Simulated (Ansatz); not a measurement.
Coupled-cluster diagnostics for Li4F4 (the lowest singlet isomer of a short search), Ansatz.

Geometry of the singlet (PBE-D4/def2-SVP):

```xyz
8

Li   -0.863   -1.964   -0.023
Li   -0.781    0.321    1.976
Li    0.777   -0.319   -1.977
Li    0.867    1.963    0.025
F    -1.218   -1.221    1.449
F     0.062    1.696    1.483
F     1.222    1.220   -1.448
F    -0.066   -1.694   -1.485
```

Correlated methods freeze 4 core orbitals; core or outer-core shells of Li are correlated, in sets that lack core-valence functions. The structure comes from a short search, and lower isomers may exist.

Task: Estimate the CCSD(T) correlation energy, the shares of MP2 and (T), T1 and the reference's ⟨S²⟩ for: charge 0, singlet, own geometry in def2-TZVP; and the rough time on 4 threads of Arm Neoverse V2 on a shared host.

Result: 
```csv
state,basis,correlation (eV),MP2 share (%),(T) share (%),T1,⟨S²⟩ (pure),wall time
"charge 0, singlet, own geometry",def2-TZVP,-34.066,96.8,2.1,0.011,0.00 (0.00),74 s
```
Customary marks for T1 are 0.02 (closed shells), 0.045 (open shells) and about 0.05 (3d metals). T1 stays under 0.02 throughout.
